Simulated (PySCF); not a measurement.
Computed with PBE0/[Ru def2-TZVP with ECP28, O def2-TZVP, F def2-TZVP], scalar-relativistic core potentials, density fitting, no spin–orbit coupling, PySCF. Open shells, if any, are unrestricted.

**Question.** What spin state, shape and geometry does isolated RuO2F take (every ligand bound to Ru)?

**Answer.** Formally Ru is in oxidation state +5, d3, with 1 unpaired electron (the high-spin count would be 3). The Mulliken spin on Ru is 0.75. The polar-tensor charge on Ru, 1.85, is far below the formal one. The lowest minimum found is a doublet of C2v symmetry with Ru–F 1.839 Å, Ru–O 1.644 Å (×2); F–Ru–O 117.2° (×2), O–Ru–O 125.5°. Its harmonic wavenumbers are 141 (b1), 175 (b2), 312 (a1), 674 (a1), 988 (b2), 1068 (a1) cm⁻¹ and its dipole moment is 0.40 D.

Only a few start shapes were tried, so a lower isomer may exist. Other spin states or occupations of the open shell can lie lower.
